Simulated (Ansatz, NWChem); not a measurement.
How basis sets differ on CBr2Cl2 (dibromodichloromethane)

The species is CBr2Cl2 (5 atoms), meant as a singlet with charge 0. SMILES: `ClC(Cl)(Br)Br`. Geometry: relaxed at PBE0-D4/def2-TZVP.

Each level gives the atomisation enthalpy at 298 K (kJ/mol). The values are calculated. The thermal term (zero-point and 298 K enthalpy, harmonic and unscaled) is that of PBE0-D4/def2-TZVP; the spin-orbit lowering of the free atoms at 298 K, 36.3 kJ/mol by their spectra, is taken off.

**The experiment to reproduce.** Active Thermochemical Tables gives the atomisation enthalpy at 298 K of the gas as 1180 kJ/mol.

```tsv
level	kind	program	value (kJ/mol)	computed − measured	CPU time (all runs)
B3LYP/DGauss-DZVP	global hybrid	NWChem	1043	-137	36 s
B3LYP/SBKJC-VDZ (core potential)	global hybrid	NWChem	817	-363	11 s
B3LYP/jorge-DZP	global hybrid	NWChem	1046	-134	60 s
B3LYP/LANL2DZ (core potential)	global hybrid	NWChem	843	-337	9.2 s
B3LYP/MIDI!	global hybrid	NWChem	1108	-72	21 s
B3LYP/6-31G* (spherical functions)	global hybrid	NWChem	1071	-109	77 s
B3LYP/6-31G* (Cartesian functions)	global hybrid	NWChem	1067	-113	94 s
```

Nearest: B3LYP/MIDI! (-72 kJ/mol); farthest: B3LYP/SBKJC-VDZ (core potential) (-363 kJ/mol). All-electron rows without a relativistic Hamiltonian named are non-relativistic, while core potentials hold scalar relativity, so basis and relativity change together. Without the sets that lack polarisation functions the rows with a basis span only 1043 to 1108 kJ/mol. Times are those of the runs behind each value, whatever else they computed, on shared processors of several kinds: orders of magnitude only.
